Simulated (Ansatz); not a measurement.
Geometry optimisation, Ansatz 0.2.0, RKS PBE0/def2-SVP.

The input (input.yaml):

```yaml
crystal:
  periodic: [false, false, false]
  atoms:
    - { symbol: Ge, position_ang: [0.0, 0.0, 0.0] }
    - { symbol: Cl, position_ang: [0.0, 0.0, 2.22] }
    - { symbol: H, position_ang: [1.4616, 0.0, -0.5162] }
    - { symbol: C, position_ang: [-0.9232, 1.5994, -0.6527] }
    - { symbol: H, position_ang: [-1.9758, 1.3458, -0.8971] }
    - { symbol: H, position_ang: [-0.9048, 2.384, 0.1322] }
    - { symbol: H, position_ang: [-0.4128, 1.976, -1.5636] }
    - { symbol: H, position_ang: [-0.73, -1.2648, -0.5162] }
basis:
  gaussian: { orbitals: def2-SVP }
hamiltonian:
  xc: pbe0
relax:
  f_tol: 0.02
  max_steps: 40
```

Command:

```bash
$ ansatz run input.yaml --threads 2 --pin off --max-ram 3072MiB --backend cpu --events-out ev --progress --plain --runs-dir out
```

Task: Where does it end, and by what steps?

Result: The run converged. The force dipped under the threshold on the way, but the program's further checks kept it going. After 13 steps the energy has fallen by 0.084 eV; H5 moved furthest, 0.49 Å.

| step | energy less start (eV) | largest force component (eV/Å) | accepted |
| --- | --- | --- | --- |
| 0 | 0.0000 | 0.803 | yes |
| 1 | -0.0382 | 0.246 | yes |
| 2 | -0.0586 | 0.070 | yes |
| 3 | -0.0621 | 0.027 | yes |
| 4 | -0.0672 | 0.264 | yes |
| 5 | -0.0731 | 0.138 | yes |
| 6 | -0.0807 | 0.025 | yes |
| 7 | -0.0775 | 0.354 | no |
| 8 | -0.0822 | 0.104 | yes |
| 9 | -0.0816 | 0.135 | no |
| 10 | -0.0834 | 0.013 | yes |
| 11 | -0.0835 | 0.029 | yes |
| 12 | -0.0831 | 0.069 | no |
| 13 | -0.0836 | 0.002 | yes |

```xyz
8
Properties=species:S:1:pos:R:3
Ge 0.021 0.018 -0.037
Cl -0.295 -0.158 2.106
H 1.541 0.121 -0.248
C -0.919 1.602 -0.647
H -1.993 1.508 -0.436
H -0.532 2.492 -0.132
H -0.778 1.728 -1.732
H -0.532 -1.271 -0.668
```

Whether the end is a true minimum wasn't checked by a vibrational analysis.

Time of the run: 30 s on 2 threads of Arm Neoverse V1, on a shared host, peak memory 0.19 GiB.
